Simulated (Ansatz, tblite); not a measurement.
Cost and result up the ladder for BeI2 (the lowest singlet isomer of a short search) (3 atoms). The state is a singlet with charge 0. Geometry: B3LYP-D4/def2-TZVP.

```xyz
3

Be   -0.0001   -0.0002   -0.0002
I    -1.9772    0.8806    0.0709
I     1.9773   -0.8804   -0.0707
```

Ansatz on 4 threads of Arm Neoverse V2 on a shared host; xTB runs through tblite on one thread. Times are rough, summed over both states, and most runs start from the orbitals of an earlier one. CCSD(T)/def2-TZVPP serves as the yardstick here, not as an exact answer. The other state is a triplet at its own geometry, which has other bonds, so the gap mixes isomer and spin.

In the def2 sets I takes a core potential; there is no spin–orbit coupling. The xTB rows come from tblite. LC-ωPBE has ω = 0.4 bohr⁻¹. HSE06 is defined as in plane-wave codes, on full-range PBE exchange. Correlated methods freeze 8 core orbitals; core or outer-core shells of I are correlated, in sets that lack core-valence functions. In the triplet, I2 and I3 lie 3.30 Å apart (atoms count from 1), so these atoms are partly bonded to each other. The structure comes from a short search, and lower isomers may exist.

Correlated methods converge slowly with the basis.

xTB has no spin-polarisation term.

```
                          level  functions  wall time
                       GFN1-xTB         22    0.004 s
                       GFN2-xTB         22    0.004 s
               PBE-D4/def2-TZVP        119      1.6 s
              BLYP-D4/def2-TZVP        119      1.8 s
                  MP2/def2-TZVP        119      1.8 s
             HSE06-D4/def2-TZVP        119      2.5 s
              LC-ωPBE/def2-TZVP        119      3.1 s
PBE0-D4/def2-TZVP (with forces)        119      3.4 s
              RPA@PBE/def2-TZVP        119      3.5 s
            r2SCAN-D4/def2-TZVP        119      3.7 s
           r2SCANh-D4/def2-TZVP        119      4.2 s
              ωB97M-V/def2-TZVP        119      8.1 s
             CCSD(T)/def2-TZVPP        119       16 s
```

(1) Estimate what each level gives for the triplet − singlet (eV).

Results:

(1) 
```json
{"level": "GFN1-xTB", "triplet − singlet (eV)": "3.25", "difference from CCSD(T)/def2-TZVPP (eV)": "-0.32"}
{"level": "GFN2-xTB", "triplet − singlet (eV)": "3.83", "difference from CCSD(T)/def2-TZVPP (eV)": "0.26"}
{"level": "PBE-D4/def2-TZVP", "triplet − singlet (eV)": "3.14", "difference from CCSD(T)/def2-TZVPP (eV)": "-0.43"}
{"level": "BLYP-D4/def2-TZVP", "triplet − singlet (eV)": "3.21", "difference from CCSD(T)/def2-TZVPP (eV)": "-0.35"}
{"level": "MP2/def2-TZVP", "triplet − singlet (eV)": "3.69", "difference from CCSD(T)/def2-TZVPP (eV)": "0.12"}
{"level": "HSE06-D4/def2-TZVP", "triplet − singlet (eV)": "3.29", "difference from CCSD(T)/def2-TZVPP (eV)": "-0.27"}
{"level": "LC-ωPBE/def2-TZVP", "triplet − singlet (eV)": "3.52", "difference from CCSD(T)/def2-TZVPP (eV)": "-0.05"}
{"level": "PBE0-D4/def2-TZVP (with forces)", "triplet − singlet (eV)": "3.30", "difference from CCSD(T)/def2-TZVPP (eV)": "-0.27"}
{"level": "RPA@PBE/def2-TZVP", "triplet − singlet (eV)": "3.27", "difference from CCSD(T)/def2-TZVPP (eV)": "-0.30"}
{"level": "r2SCAN-D4/def2-TZVP", "triplet − singlet (eV)": "3.21", "difference from CCSD(T)/def2-TZVPP (eV)": "-0.35"}
{"level": "r2SCANh-D4/def2-TZVP", "triplet − singlet (eV)": "3.25", "difference from CCSD(T)/def2-TZVPP (eV)": "-0.31"}
{"level": "ωB97M-V/def2-TZVP", "triplet − singlet (eV)": "3.69", "difference from CCSD(T)/def2-TZVPP (eV)": "0.12"}
{"level": "CCSD(T)/def2-TZVPP", "triplet − singlet (eV)": "3.57", "difference from CCSD(T)/def2-TZVPP (eV)": "0.00"}
```
